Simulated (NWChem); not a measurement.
Species: AlH2 cation; SMILES [AlH2+]

```xyz
3

Al     0.0000     0.0000     0.0000
H      0.0000     0.0000    -1.5536
H      0.0000     0.0000     1.5536
```
Atoms are numbered in this order, from 1.

Geometry: optimised at PBE0-D3(BJ)/def2-TZVP.

 Unshifted, non-relativistic core excitations; the lowest 4 roots alone, so stronger bands may lie above.

**Question.** List the first Al K-edge excitations from PBE/def2-TZVP, restricted-window TDA (NWChem).

**Answer.** 
| state | energy (eV) | dipole oscillator strength | leading excitation (squared amplitude) |
|---|---|---|---|
| S1 | 1506.8 | 0.0058 | 1s of atom 1 or its equivalents → LUMO (1.00) |
| S2 | 1506.8 | 0.0058 | 1s of atom 1 or its equivalents → LUMO+1 (1.00) |
| S3 | 1507.6 | 0.0000 | 1s of atom 1 or its equivalents → LUMO+2 (1.00) |
| S4 | 1512.5 | 0.0000 | 1s of atom 1 or its equivalents → LUMO+3 (1.00) |
